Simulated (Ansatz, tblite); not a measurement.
Dissociation curve of SMILES C[C]([GeH3])(C)C. The C1–Ge14 bond (C1 also carries C, C, C; Ge14 carries H, H, H) is varied alone, starting from the PBE0/def2-SVP optimised geometry.

Levels of theory: GFN2-xTB, 300 K electronic temperature (tblite); UKS-PBE0 = unrestricted PBE0/def2-SVP in Ansatz (a program for electronic structure).

Energies relative to the lowest point of each curve near equilibrium, in kJ/mol:

```csv
R / Å,GFN2-xTB
1.74,77.7
1.85,21.6
1.91,7.4
1.98,0.3
2.03,0.0
2.10,4.3
2.25,26.4
2.41,60.2
2.61,108.2
2.87,171.0
4.82,357.4
5.73,361.3
```

Q: Estimate the UKS-PBE0 values at these points.

A: 1.74: 65.1; 1.85: 16.5; 1.91: 4.6; 1.98: 0.0; 2.03: 1.4; 2.10: 8.2; 2.25: 35.6; 2.41: 74.8; 2.61: 127.9; 2.87: 194.1; 4.82: 316.2; 5.73: 317.9 (kJ/mol).

The unrestricted determinant behind UKS-PBE0 is spin-contaminated at 3.28 to 5.73 Å (<S²> up to 1.0, against 0.00 for a pure singlet).
